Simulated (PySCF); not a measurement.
Computed properties of H3InO2, SMILES [OH][InH][OH]

In(H)(OH)2 (H3InO2), SMILES [OH][InH][OH]. Geometry optimised at B3LYP-D3(BJ)/def2-TZVP. The def2 effective core potentials stand for the cores of In; spin–orbit coupling is left out. One conformer was computed; it need not be the lowest. All values are computed for the isolated molecule unless a solvent is named; none is compared with measurement here.

**Structure.** The optimised structure has Cs symmetry. All 12 harmonic modes at B3LYP-D3(BJ)/def2-TZVP (PySCF) are real, so it is a minimum. With heavy atoms numbered as in [InH:1]([OH:3])[OH:5], the shortest bond between them is In1–O3 at 1.989 Å and the longest In1–O5 at 2.001 Å.

**Vibrations.** The strongest infrared lines (harmonic, unscaled, degenerate partners summed) lie at 343 cm⁻¹ (138 km/mol, H 83 %, O 14 %), 402 cm⁻¹ (116 km/mol, H 93 %), 1873 cm⁻¹ (103 km/mol, H 99 %). The softest mode is at 136 cm⁻¹ and the zero-point energy is 19.9 kcal/mol.

**Electronic structure.** M06-2X/def2-TZVPD (PySCF) places the frontier levels at -10.05 and -0.80 eV, a gap of 9.25 eV, and gives a dipole moment of 2.58 D and a mean polarisability of 43.8 bohr³.

**Excitations.** TDA-CAM-B3LYP/def2-SVPD (PySCF) has S1 at 5.85 eV (212 nm, f = 0.000, dark); the most intense of the 10 singlets computed lies at 7.54 eV (f = 0.25). T1 (TDA) is at 5.41 eV, 0.44 eV under S1. No vertical singlet excitation falls in the visible range (under 3.1 eV).
